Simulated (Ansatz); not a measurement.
Consider the redistribution: `FBC[SiH3]` + `Cl[SiH]1[CH2][AlH]1` → `BC[SiH3]` + `[F][Al]1[CH2][SiH]1Cl`.

Calculated with Ansatz (gas phase, PBE0-D4/def2-TZVP geometries, no zero-point term in ΔE). CCSD(T)/CBS adds triple-zeta CCSD(T) − MP2 to the extrapolated MP2 energy (def2 sets, frozen cores). DFT in def2-TZVPP. B3LYP here is the variant with VWN-RPA as its local correlation; programs differ in this. One conformer a species, not always the lowest.

`FBC[SiH3]`:

Z-matrix (Å, degrees):
```
C
B 1 1.543
Si 1 1.888 2 110.7
H 1 1.094 2 112.5 3 -119.3
H 1 1.094 2 111.4 3 117.0
F 2 1.328 1 119.8 3 93.6
H 2 1.201 1 123.7 3 -84.0
H 3 1.486 1 109.6 2 178.4
H 3 1.487 1 110.4 2 58.6
H 3 1.486 1 110.4 2 -61.6
```

`Cl[SiH]1[CH2][AlH]1`:

```xyz
8

Cl   -0.795    1.336    2.177
Si    0.545    0.381    0.914
C    -0.366   -0.818   -0.241
Al    0.064    0.741   -1.336
H     1.646   -0.136    1.769
H    -1.296   -1.323    0.016
H     0.383   -1.572   -0.543
H    -0.180    1.391   -2.756
```

`BC[SiH3]`:

Cartesian coordinates in Å:
```
B 0.798 -1.303 0.039
C 0.765 0.200 -0.255
Si -1.001 0.779 0.123
H 1.038 -1.705 1.142
H 0.513 -2.098 -0.812
H 0.921 0.471 -1.303
H 1.393 0.813 0.398
H -1.333 0.565 1.556
H -1.103 2.230 -0.179
H -1.991 0.049 -0.710
```

`[F][Al]1[CH2][SiH]1Cl`:

```xyz
8

F    -2.788   -1.173   -0.879
Al   -1.417   -0.414   -0.387
C     0.513   -0.606   -0.473
Si    0.185    0.968    0.549
Cl    1.089    1.182    2.388
H     1.322   -0.691   -1.196
H     0.585   -1.454    0.235
H     0.512    2.187   -0.237
```

**Question.** Is it downhill or uphill in electronic energy at CCSD(T)/CBS, and by how much? (Estimate.)

**Answer.** The calculation gave: Downhill: ΔE = -8.5 kcal/mol.

**Question.** What do these levels give: r2SCAN-D4, B3LYP-D4, revPBE, BHLYP, LC-ωPBE, RPA@PBE/def2-TZVPP? (Best estimate.)

**Answer.** Computed: r2SCAN-D4 -7.6, B3LYP-D4 -7.5, revPBE -7.3, BHLYP -7.1, LC-ωPBE -6.6, RPA@PBE/def2-TZVPP -7.5 kcal/mol.

**Question.** What do rigid-rotor, harmonic-oscillator terms from PBE0-D4/def2-TZVP frequencies (298.15 K, 1 bar) make of the CCSD(T)/CBS value? (Estimate.)

**Answer.** The calculation gave: ΔZPE = +0.9 kcal/mol, ΔH = -7.5 kcal/mol, ΔS = 0 J/(mol·K), ΔG = -7.5 kcal/mol.

Largest T1 diagnostic among the species: 0.013.

Leaving LDA and LC-ωPBE aside and taking each functional with its dispersion term where it has one, the values, not all of them listed here, spread over 3.2 kcal/mol, from B2PLYP to B97M-V. LDA lies +2.2 kcal/mol from PBE without D4. In def2-TZVPP, CCSD(T) changes the Hartree–Fock value by −2.3 kcal/mol (the triples alone add −0.2 kcal/mol) and MP2 by −3.6 kcal/mol.
